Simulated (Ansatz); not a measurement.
Ansatz (a first-principles code) input (B3LYP-D3(BJ)/def2-TZVP):

Ansatz 0.2 input:
```yaml
crystal:
  periodic: [false, false, false]
  atoms:
    - {symbol: C, position_ang: [-2.69711375, -0.62612017, -0.37258293]}
    - {symbol: C, position_ang: [-1.49180628, 0.04625767, 0.27804976]}
    - {symbol: C, position_ang: [-0.20455478, -0.15681830, -0.51215750]}
    - {symbol: C, position_ang: [1.04059849, 0.43026325, 0.17351789]}
    - {symbol: C, position_ang: [2.29424883, 0.41122585, -0.70711859]}
    - {symbol: O, position_ang: [1.26304928, -0.09504818, 1.41588317]}
    - {symbol: H, position_ang: [-2.54706151, -1.70531446, -0.45393630]}
    - {symbol: H, position_ang: [-3.60584372, -0.46025681, 0.20855354]}
    - {symbol: H, position_ang: [-2.87124053, -0.24043700, -1.38021641]}
    - {symbol: H, position_ang: [-1.34903774, -0.34055152, 1.28920875]}
    - {symbol: H, position_ang: [-1.68329691, 1.11969702, 0.38282622]}
    - {symbol: H, position_ang: [-0.29723841, 0.29200769, -1.50588836]}
    - {symbol: H, position_ang: [-0.02567887, -1.22578383, -0.66834118]}
    - {symbol: H, position_ang: [0.81297637, 1.49348935, 0.41594086]}
    - {symbol: H, position_ang: [3.13738382, 0.84937537, -0.17419705]}
    - {symbol: H, position_ang: [2.12911395, 0.96734942, -1.63115173]}
    - {symbol: H, position_ang: [2.54729416, -0.61803949, -0.96811555]}
basis:
  gaussian:
    orbitals: def2-TZVP
hamiltonian:
  xc: b3lyp
  dispersion: d3bj
magnetization: {spin_polarized: true, initial_magnetization: 1}
phonons: {temperatures: {t_min: 298.15, t_max: 298.15, t_step: 100}}
```

Output:

```
Functional definition: B3LYP
integrals: 0.19 GiB planned
1535 factors; their error is unknown
0.33 GiB of the device are held for the grids
1.48 GiB of device memory are held for the factors and their scratch space
mean field: 1.73 GiB planned
mean field evaluation 1: about -7398.4610 eV, gradient 5.6e1 eV
mean field evaluation 2: about -7390.6297 eV, gradient 6.7e1 eV
mean field evaluation 4: about -7413.0874 eV, gradient 3.4e0 eV
mean field evaluation 8: about -7413.1383 eV, gradient 1.5e-1 eV
mean field evaluation 16: about -7413.1009 eV, gradient 5.6e-3 eV
mean field evaluation 32: about -7413.1009 eV, gradient 2.1e-5 eV
mean field -7413.10093737 eV, -272.4264346679 hartree, gradient 5.1e-6 eV, S^2 0.753906; 2 other end points of the search recorded, 0 dependent functions left out
the calculation of the forces begins
reference -7413.10125768 eV, -272.4264464392 hartree; 25, 24 occupied and 227, 228 virtual orbitals, 1535 factors
these checks for a lower state are left out or cut short: stability, starts, cluster_reference, orbital_swaps, neighbouring_geometries, increment
integrals: 0.19 GiB planned
1535 factors; their error is unknown
0.33 GiB of the device are held for the grids
1.48 GiB of device memory are held for the factors and their scratch space
mean field: 1.73 GiB planned
mean field -7413.10072941 eV, -272.4264270258 hartree, gradient 3.4e-6 eV, S^2 0.753906; 0 other end points of the search recorded, 0 dependent functions left out
the calculation of the forces begins
reference -7413.10104980 eV, -272.4264387996 hartree; 25, 24 occupied and 227, 228 virtual orbitals, 1535 factors
these checks for a lower state are left out or cut short: stability, starts, cluster_reference, orbital_swaps, neighbouring_geometries, increment
integrals: 0.19 GiB planned
1535 factors; their error is unknown
0.33 GiB of the device are held for the grids
1.48 GiB of device memory are held for the factors and their scratch space
mean field: 1.73 GiB planned
mean field -7413.10083715 eV, -272.4264309851 hartree, gradient 1.1e-6 eV, S^2 0.753906; 0 other end points of the search recorded, 0 dependent functions left out
the calculation of the forces begins
reference -7413.10115740 eV, -272.4264427539 hartree; 25, 24 occupied and 227, 228 virtual orbitals, 1535 factors
these checks for a lower state are left out or cut short: stability, starts, cluster_reference, orbital_swaps, neighbouring_geometries, increment
integrals: 0.19 GiB planned
1535 factors; their error is unknown
0.33 GiB of the device are held for the grids
1.48 GiB of device memory are held for the factors and their scratch space
mean field: 1.73 GiB planned
mean field evaluation 64: about -7413.1008 eV, gradient 9.6e-7 eV
mean field -7413.10076052 eV, -272.4264281688 hartree, gradient 2.2e-6 eV, S^2 0.753906; 0 other end points of the search recorded, 0 dependent functions left out
the calculation of the forces begins
reference -7413.10108085 eV, -272.4264399410 hartree; 25, 24 occupied and 227, 228 virtual orbitals, 1535 factors
these checks for a lower state are left out or cut short: stability, starts, cluster_reference, orbital_swaps, neighbouring_geometries, increment
integrals: 0.19 GiB planned
1535 factors; their error is unknown
0.33 GiB of the device are held for the grids
1.48 GiB of device memory are held for the factors and their scratch space
mean field: 1.73 GiB planned
[...]
these checks for a lower state are left out or cut short: stability, starts, cluster_reference, orbital_swaps, neighbouring_geometries, increment
integrals: 0.19 GiB planned
1535 factors; their error is unknown
0.33 GiB of the device are held for the grids
1.48 GiB of device memory are held for the factors and their scratch space
mean field: 1.73 GiB planned
mean field evaluation 768: about -7413.1009 eV, gradient 8.7e-7 eV
mean field -7413.10091241 eV, -272.4264337508 hartree, gradient 2.0e-6 eV, S^2 0.753907; 0 other end points of the search recorded, 0 dependent functions left out
the calculation of the forces begins
reference -7413.10123275 eV, -272.4264455232 hartree; 25, 24 occupied and 227, 228 virtual orbitals, 1535 factors
these checks for a lower state are left out or cut short: stability, starts, cluster_reference, orbital_swaps, neighbouring_geometries, increment
integrals: 0.19 GiB planned
1535 factors; their error is unknown
0.33 GiB of the device are held for the grids
1.48 GiB of device memory are held for the factors and their scratch space
mean field: 1.73 GiB planned
mean field -7413.10088816 eV, -272.4264328597 hartree, gradient 3.0e-6 eV, S^2 0.753906; 0 other end points of the search recorded, 0 dependent functions left out
the calculation of the forces begins
reference -7413.10120844 eV, -272.4264446298 hartree; 25, 24 occupied and 227, 228 virtual orbitals, 1535 factors
these checks for a lower state are left out or cut short: stability, starts, cluster_reference, orbital_swaps, neighbouring_geometries, increment
integrals: 0.19 GiB planned
1535 factors; their error is unknown
0.33 GiB of the device are held for the grids
1.48 GiB of device memory are held for the factors and their scratch space
mean field: 1.73 GiB planned
mean field -7413.10083888 eV, -272.4264310484 hartree, gradient 2.8e-6 eV, S^2 0.753906; 0 other end points of the search recorded, 0 dependent functions left out
the calculation of the forces begins
reference -7413.10115914 eV, -272.4264428181 hartree; 25, 24 occupied and 227, 228 virtual orbitals, 1535 factors
these checks for a lower state are left out or cut short: stability, starts, cluster_reference, orbital_swaps, neighbouring_geometries, increment
integrals: 0.19 GiB planned
1535 factors; their error is unknown
0.33 GiB of the device are held for the grids
1.48 GiB of device memory are held for the factors and their scratch space
mean field: 1.73 GiB planned
mean field -7413.10088176 eV, -272.4264326243 hartree, gradient 1.7e-6 eV, S^2 0.753907; 0 other end points of the search recorded, 0 dependent functions left out
the calculation of the forces begins
reference -7413.10120211 eV, -272.4264443973 hartree; 25, 24 occupied and 227, 228 virtual orbitals, 1535 factors
these checks for a lower state are left out or cut short: stability, starts, cluster_reference, orbital_swaps, neighbouring_geometries, increment
integrals: 0.19 GiB planned
1535 factors; their error is unknown
0.33 GiB of the device are held for the grids
1.48 GiB of device memory are held for the factors and their scratch space
mean field: 1.73 GiB planned
mean field evaluation 800: about -7413.1010 eV, gradient 8.5e-7 eV
mean field -7413.10095014 eV, -272.4264351375 hartree, gradient 1.8e-6 eV, S^2 0.753905; 0 other end points of the search recorded, 0 dependent functions left out
the calculation of the forces begins
reference -7413.10127048 eV, -272.4264469095 hartree; 25, 24 occupied and 227, 228 virtual orbitals, 1535 factors
these checks for a lower state are left out or cut short: stability, starts, cluster_reference, orbital_swaps, neighbouring_geometries, increment
integrals: 0.19 GiB planned
1535 factors; their error is unknown
0.33 GiB of the device are held for the grids
1.48 GiB of device memory are held for the factors and their scratch space
mean field: 1.73 GiB planned
mean field -7413.10088590 eV, -272.4264327764 hartree, gradient 1.0e-6 eV, S^2 0.753907; 0 other end points of the search recorded, 0 dependent functions left out
the calculation of the forces begins
reference -7413.10120619 eV, -272.4264445470 hartree; 25, 24 occupied and 227, 228 virtual orbitals, 1535 factors
these checks for a lower state are left out or cut short: stability, starts, cluster_reference, orbital_swaps, neighbouring_geometries, increment
integrals: 0.19 GiB planned
1535 factors; their error is unknown
0.33 GiB of the device are held for the grids
1.48 GiB of device memory are held for the factors and their scratch space
mean field: 1.73 GiB planned
mean field -7413.10083466 eV, -272.4264308937 hartree, gradient 3.0e-6 eV, S^2 0.753906; 0 other end points of the search recorded, 0 dependent functions left out
the calculation of the forces begins
reference -7413.10115494 eV, -272.4264426636 hartree; 25, 24 occupied and 227, 228 virtual orbitals, 1535 factors
these checks for a lower state are left out or cut short: stability, starts, cluster_reference, orbital_swaps, neighbouring_geometries, increment
integrals: 0.19 GiB planned
1535 factors; their error is unknown
0.33 GiB of the device are held for the grids
1.48 GiB of device memory are held for the factors and their scratch space
mean field: 1.73 GiB planned
mean field -7413.10085448 eV, -272.4264316220 hartree, gradient 3.1e-6 eV, S^2 0.753906; 0 other end points of the search recorded, 0 dependent functions left out
the calculation of the forces begins
reference -7413.10117483 eV, -272.4264433947 hartree; 25, 24 occupied and 227, 228 virtual orbitals, 1535 factors
these checks for a lower state are left out or cut short: stability, starts, cluster_reference, orbital_swaps, neighbouring_geometries, increment
integrals: 0.19 GiB planned
1535 factors; their error is unknown
0.33 GiB of the device are held for the grids
1.48 GiB of device memory are held for the factors and their scratch space
mean field: 1.73 GiB planned
mean field evaluation 832: about -7413.1009 eV, gradient 7.5e-7 eV
mean field -7413.10090505 eV, -272.4264334804 hartree, gradient 3.0e-6 eV, S^2 0.753907; 0 other end points of the search recorded, 0 dependent functions left out
the calculation of the forces begins
reference -7413.10122536 eV, -272.4264452513 hartree; 25, 24 occupied and 227, 228 virtual orbitals, 1535 factors
these checks for a lower state are left out or cut short: stability, starts, cluster_reference, orbital_swaps, neighbouring_geometries, increment
integrals: 0.19 GiB planned
1535 factors; their error is unknown
0.33 GiB of the device are held for the grids
1.48 GiB of device memory are held for the factors and their scratch space
mean field: 1.73 GiB planned
mean field -7413.10093164 eV, -272.4264344574 hartree, gradient 2.0e-6 eV, S^2 0.753906; 0 other end points of the search recorded, 0 dependent functions left out
the calculation of the forces begins
reference -7413.10125196 eV, -272.4264462290 hartree; 25, 24 occupied and 227, 228 virtual orbitals, 1535 factors
Total energy: -7413.66251414 eV, -272.4470722336 hartree
Atom 0 at    -2.697114    -0.626120    -0.372583 Å, force    -0.000108    -0.000112    -0.000056 eV/Å
Atom 1 at    -1.491806     0.046258     0.278050 Å, force    -0.000008    -0.000013     0.000006 eV/Å
Atom 2 at    -0.204555    -0.156818    -0.512158 Å, force     0.000391     0.000105     0.000346 eV/Å
Atom 3 at     1.040598     0.430263     0.173518 Å, force    -0.000200    -0.000091    -0.000210 eV/Å
Atom 4 at     2.294249     0.411226    -0.707119 Å, force     0.000111    -0.000038    -0.000279 eV/Å
Atom 5 at     1.263049    -0.095048     1.415883 Å, force    -0.000109    -0.000017     0.000312 eV/Å
Atom 6 at    -2.547062    -1.705314    -0.453936 Å, force     0.000020     0.000006    -0.000005 eV/Å
Atom 7 at    -3.605844    -0.460257     0.208554 Å, force    -0.000041    -0.000002    -0.000042 eV/Å
Atom 8 at    -2.871241    -0.240437    -1.380216 Å, force     0.000054     0.000002     0.000016 eV/Å
Atom 9 at    -1.349038    -0.340552     1.289209 Å, force     0.000094     0.000077    -0.000045 eV/Å
Atom 10 at    -1.683297     1.119697     0.382826 Å, force     0.000088    -0.000079     0.000045 eV/Å
Atom 11 at    -0.297238     0.292008    -1.505888 Å, force    -0.000051     0.000147     0.000016 eV/Å
Atom 12 at    -0.025679    -1.225784    -0.668341 Å, force     0.000036    -0.000099    -0.000180 eV/Å
Atom 13 at     0.812976     1.493489     0.415941 Å, force    -0.000005     0.000182    -0.000052 eV/Å
Atom 14 at     3.137384     0.849375    -0.174197 Å, force     0.000009     0.000001     0.000035 eV/Å
Atom 15 at     2.129114     0.967349    -1.631152 Å, force    -0.000067     0.000042     0.000025 eV/Å
Atom 16 at     2.547294    -0.618039    -0.968116 Å, force    -0.000214    -0.000112     0.000067 eV/Å
Dipole moment:    -0.089907     0.171380    -0.366037 e Å
Vibrations: 79.31 105.04 172.01 210.82 246.16 323.00 373.53 455.33 465.12 747.94 832.78 852.00 904.07 943.63 959.28 1026.00 1051.32 1064.22 1091.10 1160.21 1182.52 1226.16 1279.83 1306.85 1332.21 1385.69 1403.38 1415.99 1480.02 1487.66 1493.92 1496.12 1500.39 1511.85 2817.18 3010.15 3018.93 3026.06 3038.89 3048.17 3065.83 3088.50 3092.26 3104.01 3120.43 cm⁻¹, zero-point energy 4.091223 eV
```

It need not be the lowest isomer of its formula.
